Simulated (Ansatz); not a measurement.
Cost and result for the atomization energy of C2H7SSi, SMILES `C[SiH](C)[S]` radical (11 atoms, 10 bonds).

Z-matrix (Å, degrees):
```
C
Si 1 1.866
H 1 1.092 2 110.7
H 1 1.094 2 110.4 3 -120.2
H 1 1.092 2 111.0 3 120.1
C 2 1.874 1 111.8 3 57.4
S 2 2.135 1 112.0 3 -60.4
H 2 1.490 1 109.3 3 179.2
H 6 1.094 2 108.9 1 58.8
H 6 1.092 2 111.0 1 -60.4
H 6 1.091 2 111.3 1 178.4
```

Total charge 0; spin multiplicity 2. Geometry: relaxed with PBE0-D4/def2-TZVP. Program: Ansatz. All runs use 4 threads of an Arm Neoverse V2 on a shared host. Times are those of one run each, without the atoms' runs, and a repeat can differ threefold. Electronic energies, without spin–orbit coupling; frozen cores. CCSD(T)/CBS adds CCSD(T) − MP2 in def2-TZVPP to the MP2 limit, and its time is that of the two runs behind it. T1 = 0.012; ⟨S²⟩ of the reference is 0.76. B3LYP takes the VWN-RPA correlation (the form of Gaussian; ORCA's B3LYP/G). HSE06 is the plane-wave form, built on full-range PBE exchange.

CCSD(T)/CBS is a level of theory with its own doubt, some kJ/mol a heavy atom from the limit and from the frozen cores, so smaller differences don't rank the functionals.

| level | functions | wall time | atomization (kcal/mol) | difference from CCSD(T)/CBS | per bond |
| --- | --- | --- | --- | --- | --- |
| LDA (SPW92)/def2-TZVPP | 244 | 5.5 s | 1035.7 | 111.9 | 11.2 |
| revPBE-D4/def2-TZVPP | 244 | 9.5 s | 916.5 | -7.3 | -0.7 |
| CCSD(T)/def2-SVP | 99 | 11 s | 872.0 | -51.8 | -5.2 |
| HSE06-D4/def2-TZVPP | 244 | 14 s | 927.0 | 3.2 | 0.3 |
| PBE0-D4/def2-TZVPP | 244 | 14 s | 926.5 | 2.7 | 0.3 |
| BHLYP-D4/def2-TZVPP | 244 | 14 s | 909.8 | -14.0 | -1.4 |
| B2PLYP/def2-TZVPP | 244 | 15 s | 913.3 | -10.5 | -1.1 |
| CAM-B3LYP-D4/def2-TZVPP | 244 | 16 s | 927.3 | 3.5 | 0.3 |
| B3LYP-D4/def2-TZVPP (with forces) | 244 | 18 s | 924.9 | 1.1 | 0.1 |
| r2SCAN-D4/def2-TZVPP (with forces) | 244 | 28 s | 929.2 | 5.4 | 0.5 |
| MP2/def2-QZVPP | 464 | 62 s | 918.3 | -5.5 | -0.5 |
| CCSD(T)/def2-TZVPP | 244 | 21 min | 902.0 | -21.8 | -2.2 |
| CCSD(T)/CBS(def2) | – | 22 min | 923.8 | 0.0 | 0.0 |

From r2SCAN to r2SCAN0 (25 % exact exchange), in def2-TZVPP and without D4, the atomization energy moves by −7.4 kcal/mol: exact exchange takes away binding that semilocal exchange gives to molecules. The D4 term adds +8.9 kcal/mol with B3LYP and +4.7 kcal/mol with PBE0; it sums over pairs of atoms, weighted by their polarisabilities, and B3LYP, whose exchange is more repulsive, gets the larger term. At CCSD(T), def2-SVP lies −51.8 kcal/mol from the extrapolated value and def2-TZVPP −21.8 kcal/mol: correlation converges slowly with the basis, and small sets miss more of it in the bonded molecule than in its fragments.
